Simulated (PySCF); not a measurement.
# Rh (rhodium, neutral) across methods

[Kr] 4d8 5p1, one real determinant (an excited configuration). All numbers are calculated (PySCF 2.14, scalar relativity through the core potential, in aug-cc-pwCVTZ-PP with ECP28MDF (8s8p7d4f3g, 122 functions)). The B2PLYP total includes its PT2 part (frozen core); its orbital energies are those of the SCF part.

| method | E (hartree) | mean ε 4d α (eV) | mean ε 4d β (eV) | mean ε 5p α (eV) | Σ⟨r²⟩ (bohr²) | ⟨S²⟩ |
| --- | --- | --- | --- | --- | --- | --- |
| B2PLYP | -109.8289 | -11.429 | -10.072 | -2.760 | 63.16 | 3.752 |
| M06 | -109.9817 | -9.919 | -8.498 | -2.278 | 61.63 | 3.754 |
| UHF | -109.28016 | -14.384 | -12.708 | -3.340 | 66.84 | 3.754 |
| wB97M-V | -109.9155 | -12.197 | -10.989 | -3.642 | 61.87 | 3.751 |
| PBE | -110.0085 | -8.049 | -6.883 | -2.084 | 60.73 | 3.751 |
| PBE0 | -109.9918 | -9.764 | -8.489 | -2.507 | 61.21 | 3.751 |
| r2SCAN | -110.0305 | -8.247 | -7.000 | -2.152 | 59.77 | 3.752 |
| LDA | -109.7681 | -8.217 | -6.965 | -2.133 | 59.89 | 3.750 |

⟨L²⟩ = 14.03 against 20 for a pure G term, so this real determinant mixes terms. Energies and moments cover only the electrons outside the core potential.
